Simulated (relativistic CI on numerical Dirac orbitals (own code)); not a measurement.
Slater and spin-orbit integrals, Hf LXV

These numbers are calculated, not measured: Dirac-Coulomb-Breit CI, separate exchange-only KLI orbitals for each configuration, a model potential for QED, unscaled Slater integrals (own radial code, finite nucleus).

Slater integrals F^k, G^k are unscaled and averaged over j, outside the closed core 1s2; ζ comes from projecting the Hamiltonian with its Breit term on Σ l·s of the shell.

- 2s2 2p4: F^2(2p,2p) = 1.3617e+06, ζ(2p) = 6.6759e+06 cm⁻¹; <r>(2p) = 0.06893, <r^2>(2p) = 0.005798 (bohr units).
- 2s 2p5: G^1(2s,2p) = 1.4723e+06, ζ(2p) = 6.66e+06 cm⁻¹; <r>(2s) = 0.07774, <r^2>(2s) = 0.00718, <r>(2p) = 0.06901, <r^2>(2p) = 0.005811 (bohr units).
- 2p5 3s: ζ(2p) = 6.7235e+06, G^1(2p,3s) = 147910 cm⁻¹; <r>(2p) = 0.06877, <r^2>(2p) = 0.005772, <r>(3s) = 0.184, <r^2>(3s) = 0.03873 (bohr units).

Averages of the first 10 configurations, taken without configuration mixing, which lowers the lowest level and can move excited configurations by several eV; other configurations of the list can lie among them:

| Configuration | Parity | States | Average energy above the lowest level (eV) |
| --- | --- | --- | --- |
| 2s2 2p4 | even | 15 | 836.7 |
| 2s 2p5 | odd | 12 | 2071.3 |
| 2p6 | even | 1 | 3366.0 |
| 2p5 3s | odd | 12 | 11883.0 |
| 2p5 3p | even | 36 | 12228.9 |
| 2s2 2p3 3s | odd | 40 | 9424.1 |
| 2p5 3d | odd | 60 | 12521.0 |
| 2s2 2p3 3p | even | 120 | 9781.2 |
| 2s2 2p3 3d | odd | 200 | 10073.5 |
| 2s 2p4 3s | even | 60 | 10623.3 |
